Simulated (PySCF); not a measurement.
C6H9ClSi.
Atom-mapped SMILES: `[CH2:1]=[CH:2][C:3]1=[CH:4][CH2:5][Si@H:6]([Cl:7])[CH2:8]1`

NICS is the negative of the GIAO shielding at a point without a nucleus: at the ring centre (0) and 1 Å above and below it (1); zz is the component along the ring normal. Level: GIAO PBE0/pcSseg-1 (PySCF, non-relativistic, gas phase) on the GFN2-xTB geometry, one conformer.

Ring bond lengths (Å), with Mayer bond orders in brackets: C3–C4 1.336 (1.76), C4–C5 1.497 (1.05), C5–Si6 1.907 (0.90), Si6–C8 1.906 (0.89), C8–C3 1.510 (1.05).

Problem. What do the NICS probes read (ppm)?

Solution. 
```json
{"ring": "C3–C4–C5–Si6–C8", "type": "5-membered ring with Si; formal bonds 1 double, 4 single", "NICS(0)": "-1.4", "NICS(1), two faces": "-3.2 / -2.3", "NICS(1)zz, two faces": "-1.9 / 0.6", "rms pucker (Å)": "0.01", "centre to ring atoms, mean (Å)": "1.38"}
```

Problem. What can be read from them?

Solution. 
- C3–C4–C5–Si6–C8: mean NICS(1)zz -0.6 ppm, near zero. C5, Si6, C8 have four or more neighbours, and the NICS criterion for π rings isn't applied.

Problem. List the ring angles and the Hirshfeld charges of the ring atoms.

Solution. 
- C3–C4–C5–Si6–C8: C3 117.5° (-0.005 e), C4 119.9° (-0.045 e), C5 104.1° (-0.166 e), Si6 93.6° (+0.380 e), C8 104.9° (-0.166 e); sum 540.0° against 540° for a flat convex ring.

Problem. What are the shieldings of the ring atoms and their hydrogens in the same run (means over atoms taken as equivalent)?

Solution. 
```tsv
atoms	environment	σ isotropic (ppm)	principal values of the symmetric part, first atom (ppm)
C3	fully substituted alkene carbon	38.9	-64.9, 48.1, 133.4
C4	alkene CH carbon	46.7	-46.7, 56.3, 130.4
C5	sp3 carbon bound to silicon	159.7	144.3, 155.4, 179.4
Si6	chlorine-bound silicon	326.2	278.3, 348.1, 352.2
C8	sp3 carbon bound to silicon	164.2	151.3, 162.1, 179.1
H on C4	vinylic hydrogen	25.62	23.0, 25.9, 27.9
H on C5	methylene hydrogen	29.73	25.5, 28.1, 35.5
H on C5	methylene hydrogen	29.58	25.2, 27.5, 36.1
H on Si6	Si–H hydrogen	26.07	22.3, 24.2, 31.7
H on C8	methylene hydrogen	29.85	25.1, 28.6, 35.8
H on C8	methylene hydrogen	29.96	25.0, 29.7, 35.2
```
